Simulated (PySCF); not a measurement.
CH8AlOSb.
Bonds: C1–O2, O2–Al3, Al3–Sb4. Hydrogens: H5, H6, H7 on C1; H8, H9 on Al3; H10, H11, H12 on Sb4.

Theory: PBE0-D3(BJ)/def2-SVP geometry optimisation, gas phase, def2 core potentials past Kr in PySCF.

(1) List the bond lengths, angles and torsions at this level.

Results:

(1) 
```
                     bond  length (Å)   order
                    C1–O2       1.386  single
                   O2–Al3       1.726  single
                  Al3–Sb4       2.918  single
      C1–H5, C1–H6, C1–H7       1.107  single
           Al3–H8, Al3–H9       1.591  single
Sb4–H10, Sb4–H11, Sb4–H12       1.702  single
```

Bonds in one row agree within 0.01 Å and their mean is given. Orders are formal, as drawn. A selection of angles:
```
      angle  degrees
   O2–C1–H5    110.6
   O2–C1–H7    113.2
   H5–C1–H6    106.8
  C1–O2–Al3    134.6
 O2–Al3–Sb4     86.8
  O2–Al3–H8    115.1
  O2–Al3–H9    118.3
 Sb4–Al3–H8     97.1
 Sb4–Al3–H9    102.1
  H8–Al3–H9    123.7
Al3–Sb4–H10    113.3
Al3–Sb4–H11    112.0
Al3–Sb4–H12    137.4
H10–Sb4–H11     95.0
```

Dihedral angles: C1–O2–Al3–Sb4 -94° (anticlinal). The mirror-image conformer, all signs reversed, is as good.

Sb4 (antimony bonded to Al and 3 H) has angles from 95.0° to 137.4°. Al3 (aluminium bonded to O, Sb and 2 H) has angles from 86.8° to 123.7°.

Point group: C1 (no symmetry element, even within 0.4 Å). Not checked by PBE0-D3(BJ)/def2-SVP frequencies. The numbers are those of one conformer.
